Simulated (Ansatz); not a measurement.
Rb₄I₃, relaxed as a doublet with UKS PBE0-D4/def2-SVP in Ansatz, starting from the GFN1-xTB geometry. Force threshold 0.02 eV/Å.

In the def2 sets I, Rb take a core potential; there is no spin–orbit coupling. Another isomer (doublet) lies 0.42 eV lower at PBE0-D4/def2-TZVP; other spin states weren't run for this one.

Start:

Cartesian coordinates in Å:
```
Rb -1.244 0.279 3.990
Rb -0.018 -2.405 1.109
Rb -1.759 0.965 -0.060
Rb 2.373 0.362 -1.389
I -0.373 1.549 -3.257
I -0.468 -1.516 -2.368
I 1.489 0.766 1.975
```

| step | energy (eV) | largest force component (eV/Å) | SCF passes |
| --- | --- | --- | --- |
| 1 | -26934.2198 | 2.454 | 18 |
| 2 | -26934.9452 | 1.198 | 23 |
| 3 | -26935.4183 | 0.496 | 24 |
| 4 | -26935.6682 | 0.361 | 24 |
| 5 | -26935.8370 | 0.193 | 24 |
| 6 | -26935.9215 | 0.125 | 24 |
| 7 | -26935.9769 | 0.074 | 24 |
| 8 | -26936.0083 | 0.032 | 24 |
| 9 | -26936.0136 | 0.043 | 24 |
| 10 | -26936.0176 | 0.020 | 25 |
| 11 | -26936.0191 | 0.017 | 25 |
| 12 | -26936.0209 | 0.030 | 24 |
| 13 | -26936.0225 | 0.037 | 25 |
| 14 | -26936.0239 | 0.040 | 25 |
| 15 | -26936.0252 | 0.030 | 25 |
| 16 | -26936.0265 | 0.029 | 24 |
| 17 | -26936.0270 | 0.032 | 25 |
| 18 | -26936.0274 | 0.030 | 19 |
| 19 | -26936.0278 | 0.024 | 20 |
| 20 | -26936.0283 | 0.015 | 19 |
| 21 | -26936.0284 | 0.006 | 19 |

Force components are those of the run's own axes.

End:

```xyz
7

Rb   -0.084    0.234    5.038
Rb   -0.202   -2.847    1.592
Rb   -2.019    0.763   -1.620
Rb    2.161    0.546   -1.485
I     0.239    2.823   -3.191
I    -0.071   -2.276   -1.844
I    -0.024    0.757    1.511
```

Bonds lost: I5–I6 (atoms count from 1). Metal–metal contacts that move far: Rb1–Rb3 4.14 to 6.95 Å, Rb2–Rb3 3.97 to 5.16 Å, Rb2–Rb4 4.43 to 5.15 Å. The end is the same structure that another start reached.

The force fell under the threshold at step 11, but the optimiser went on and released 0.009 eV more. No frequencies were taken in this run, so the end may be a saddle point.

Run time 3.4 min (4 threads of Arm Neoverse V2 on a shared host), peak host memory 0.88 GiB.
